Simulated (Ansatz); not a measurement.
A structure relaxed at PBE0-D4/def2-TZVP, charge 0, multiplicity 1:

```xyz
14

C    -0.865   -1.638   -0.844
Si   -0.726    0.205   -0.844
O     0.766    0.564   -1.487
O    -0.829    0.819    0.667
Ge    0.489    0.961    1.852
O     1.822   -0.067    1.307
H    -1.798   -1.956   -0.374
H    -0.837   -2.034   -1.862
H    -0.035   -2.075   -0.282
H    -1.777    0.868   -1.658
H     0.850    1.407   -1.936
H     0.894    2.444    1.889
H     0.016    0.393    3.191
H     2.030    0.109    0.381
```

(1) Give its formula and SMILES.

(2) Point group (tolerance 0.08 Å, 0.16 Å for H)?

(3) Summarise the bond lengths by kind.

## Answers

(1) CH8GeO3Si, `C[SiH](O)[O][GeH2][OH]`.

(2) C1.

(3) 1 × C–Si 1.848 Å; 3 × C–H 1.092 to 1.093 Å; 2 × O–Si 1.634 to 1.663 Å; 1 × H–Si 1.486 Å; 2 × H–O 0.958 to 0.964 Å; 2 × Ge–O 1.770 to 1.778 Å; 2 × Ge–H 1.529 to 1.538 Å.

Program: Ansatz 0.2.0.
